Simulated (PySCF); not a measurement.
**Bond length, frequency and bond energy of CdN by level of theory**

State: ⁴Σ⁻ (quartet), unpaired electrons σ ↑, π ↑↑. Set-up: basis Cd def2-SVPD with ECP28, N def2-SVPD; scalar-relativistic core potentials; PySCF 2.14. De refers to Cd + N in their high-spin ground configurations, without counterpoise correction. The functionals are run spin-unrestricted. A positive dipole means Cd(−)N(+). Levels whose curve was spin-contaminated or gave no clean fit are not listed.

```csv
Level,Re (Å),ωe (cm⁻¹),De (eV),μ (D)
PBE,2.337,251,0.374,-1.11
BLYP,2.401,221,0.298,-1.07
TPSS,2.315,265,0.334,-1.21
r²SCAN,2.339,237,0.267,-0.99
PBE0,2.368,205,0.172,-1.06
```

The bond length runs from 2.315 Å (TPSS) to 2.401 Å (BLYP). De spans 0.17 eV (PBE0, global hybrid GGA) to 0.37 eV (PBE, GGA).

The bond is weak. Basis-set superposition, not corrected here, can be much of De in a small basis, most of all at correlated wavefunction levels. Functionals without a dispersion term scatter widely for such bonds, and LDA overbinds them. Spin–orbit coupling is left out. The state was picked by a PBE0 search and need not be the measured ground state.

The whole job (state search and all levels along the bond) took about 4.2 min on 1 thread of Oxide Virtual Turin-like (shared host), peak memory 0.79 GiB.
